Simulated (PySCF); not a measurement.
# Induced dipoles and field energies

Species: C7H7F.
Structure used (GFN2-xTB), in Å, numbered top down from 1:
```xyz
15
C7H7F angstrom
C     -1.751    1.021    1.353
C     -0.555    0.750    1.858
F     -0.300    1.070    3.149
C      0.566    0.121    1.160
C      1.741   -0.110    1.758
C      0.343   -0.232   -0.197
C      0.187   -0.543   -1.348
C     -0.014   -0.910   -2.730
H     -1.976    0.778    0.332
H     -2.515    1.488    1.949
H      2.555   -0.573    1.229
H      1.907    0.161    2.786
H      0.494   -0.198   -3.381
H     -1.077   -0.910   -2.967
H      0.391   -1.905   -2.915
```

Level: CAM-B3LYP/def2-SVPD (PySCF); nuclei fixed, core orbitals frozen in the response. Permanent dipole (-0.063, -0.695, -2.269) D (1 au = 2.5417 D). Static polarisability (au):

```
x    96.28 -11.01  13.95
y   -11.01  61.42  12.09
z    13.95  12.09 107.50
```

Only the terms in μ and α are kept: μ(F) = μ + αF and ΔE = −μ·F − ½ F·αF.

Q: A field of 0.01 au (0.514 V/Å) is applied along each axis in both senses. Find the induced dipole, the size of the total dipole and the two energy terms.

A: 
```csv
field along,induced x (D),induced y (D),induced z (D),total size (D),−μ·F (kJ/mol),−½F·αF (kJ/mol)
+x,2.447,-0.280,0.355,3.209,+0.651,-12.639
−x,-2.447,0.280,-0.355,3.655,-0.651,-12.639
+y,-0.280,1.561,0.307,2.172,+7.179,-8.063
−y,0.280,-1.561,-0.307,3.431,-7.179,-8.063
+z,0.355,0.307,2.732,0.671,+23.438,-14.112
−z,-0.355,-0.307,-2.732,5.118,-23.438,-14.112
```

Q: For the field (-0.0050, 0.0060, -0.0070) au, what is the induced dipole, and what angle does it make with the field?

A: αF = (-1.640, 0.861, -1.906) D, at 16.6° to the field. The polarisability along this direction, F·αF/F², is 95.52 au, against a mean of 88.40 au.

Q: At what field along the permanent dipole would the induced dipole along it equal the permanent one, in this linear picture?

A: The polarisability along the dipole is 110.85 au, so F = 0.9340 au / 110.85 au = 0.0084 au = 0.43 V/Å; higher-order terms are ignored.

Q: What field makes μF equal to kT at 100 K?

A: kT = 0.3167 × 10⁻³ Eh, so F = 0.000339 au = 1.74 MV/cm.

Q: Induction energy −ᾱe²/2R⁴ of a unit charge at 12 Å, the molecule taken as a point?

A: R = 22.68 bohr, so the energy is −88.4/(2 × 22.68⁴) Eh = -0.439 kJ/mol. The charge–dipole term at its most favourable orientation, −μe/R², is -4.77 kJ/mol.

Isolated species at its GFN2-xTB geometry (one conformer only). GFN2-xTB frequencies show an imaginary mode (22i cm⁻¹), so this geometry is no minimum at that level.
